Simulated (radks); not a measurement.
Species: Mo2+. Configuration: [Kr] 4d4. Method: scalar-relativistic Kohn-Sham, LDA (Slater exchange, Perdew-Wang correlation), spin-polarised, spherical densities, point nucleus; open shells are filled with parallel spins first (spin-orbit coupling, left out, can overturn this in heavy ions); hard spherical wall at 4 bohr; computed with a radial shooting solver on a logarithmic mesh with Libxc functionals.

Unscreened Slater integrals over Kohn-Sham orbitals (hartree). They are taken over the spin-up orbitals. Empty in this configuration: 5s.

integral,value
"F0(4d,4d)",0.55347
"F2(4d,4d)",0.28254
"F4(4d,4d)",0.18550
"F0(4d,4p)",0.62236
"F2(4d,4p)",0.30465
"G1(4d,4p)",0.37851
"G3(4d,4p)",0.23039
"F0(4d,4s)",0.64386
"G2(4d,4s)",0.26886
"F0(4d,3d)",0.74242
"F2(4d,3d)",0.12940
"F4(4d,3d)",0.054962
"G0(4d,3d)",0.041405
"G2(4d,3d)",0.046263
"G4(4d,3d)",0.034726
"F0(4d,5s)",0.43608
"G2(4d,5s)",0.10580
"F0(4p,4p)",0.73079
"F2(4p,4p)",0.38322
"F0(4p,4s)",0.76793
"G1(4p,4s)",0.51917
"F0(4p,3d)",0.94932
"F2(4p,3d)",0.21701
"G1(4p,3d)",0.069644
"G3(4p,3d)",0.067114
"F0(4p,5s)",0.46198
"G1(4p,5s)",0.049009
"F0(4s,4s)",0.81215
"F0(4s,3d)",1.0369
"G2(4s,3d)",0.085006
"F0(4s,5s)",0.47012
"G0(4s,5s)",0.032052
"F0(3d,3d)",2.1917
"F2(3d,3d)",1.0782
"F4(3d,3d)",0.68466
"F0(3d,5s)",0.51787
"G2(3d,5s)",0.018040
"F0(5s,5s)",0.38761

Derived for the open shells (J is the average intra-shell exchange parameter used in DFT+U). 4d: Racah B = F2/49 - 5 F4/441 = 0.003663 hartree, C = 35 F4/441 = 0.01472 hartree, C/B = 4.02, F4/F2 = 0.657, J = (F2 + F4)/14 = 0.03343 hartree.
